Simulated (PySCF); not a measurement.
GeH₃, SMILES [GeH3-], charge -1. Heavy atoms are numbered as in [GeH3-:1]. Hydrogens are named by the atom that carries them.

The structure is a stationary point at r2SCAN-D4/def2-TZVPD.

The numbers are results of PBE/pcSseg-2 in PySCF, not measurements.

GIAO shieldings, no solvent; atoms alike by connectivity are averaged. δ = σ(ref) − σ: ⁷³Ge against GeH4 (σ = 1621.0 ppm); ¹H against TMS (σ = 31.47 ppm), references at their B3LYP-D3(BJ)/def2-TZVP geometries, non-relativistic.

```
nucleus       atoms  count  δ (ppm)
-------  ----------  -----  -------
⁷³Ge     Ge1 (GeH3)      1   -286.6
¹H         H on Ge1      3     1.59
```
